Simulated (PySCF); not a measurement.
C2H6BFO2, SMILES OCB(CO)F.

Geometry optimised at B3LYP-D3(BJ)/def2-SVP. The structure was generated by enumeration, and PubChem lists no compound with its InChIKey, so it may never have been made. The values are those of a single conformer.

These are TDA-PBE/def2-SVPD (PySCF 2.14.0) values and carry that method's errors.

Vertical excitations.  State labels are in the subgroup C2.

```tsv
state	symmetry	energy (eV)	λ (nm)	f	main pairs
S1	A	4.67	265	0.003	HOMO→LUMO 99 %
S2	B	5.06	245	0.024	HOMO−1→LUMO 99 %
S3	B	5.42	229	0.008	HOMO→LUMO+1 100 %
S4	A	5.75	216	0.000	HOMO−1→LUMO+1 99 %
S5	A	6.26	198	0.004	HOMO−2→LUMO 99 %
S6	B	6.33	196	0.018	HOMO→LUMO+2 99 %
S7	A	6.47	192	0.000	HOMO→LUMO+3 96 %
S8	A	6.68	186	0.003	HOMO−1→LUMO+2 96 %
S9	B	6.82	182	0.002	HOMO−1→LUMO+3 95 %
S10	B	6.93	179	0.037	HOMO−3→LUMO 90 %
T1	A	4.34	285	0	HOMO→LUMO 99 %
T2	B	4.76	260	0	HOMO−1→LUMO 99 %
T3	B	5.28	235	0	HOMO→LUMO+1 99 %
T4	A	5.62	221	0	HOMO−1→LUMO+1 99 %
```
Triplets are in the Tamm–Dancoff approximation.
